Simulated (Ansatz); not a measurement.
A structure relaxed at B3LYP-D4/def2-TZVP in Ansatz, charge 0, singlet:

Cartesian coordinates in Å:
```
Li 0.0017 -1.0933 2.3875
Li 1.6521 0.7991 -0.7664
Li -1.1871 1.5404 -0.4397
Li -0.4664 -1.0786 -1.5908
S -0.0003 -0.1676 0.4095
```

Task: Give its formula and point group.

Result: Li₄S. Point group C3v (tolerance 0.1 Å).

Task: Summarise the bond lengths by kind (pairs closer than 1.2 times the sum of covalent radii, bridged metal pairs left out).

Result: 4 × Li–S 2.18 to 2.25 Å.

The restricted singlet is unstable towards broken spin symmetry in Hartree–Fock (as tested in another run); at B3LYP-D4/def2-TZVP this wasn't settled. Another isomer (triplet) lies 0.07 eV lower at PBE0-D4/def2-TZVP; other spin states weren't run for this one.
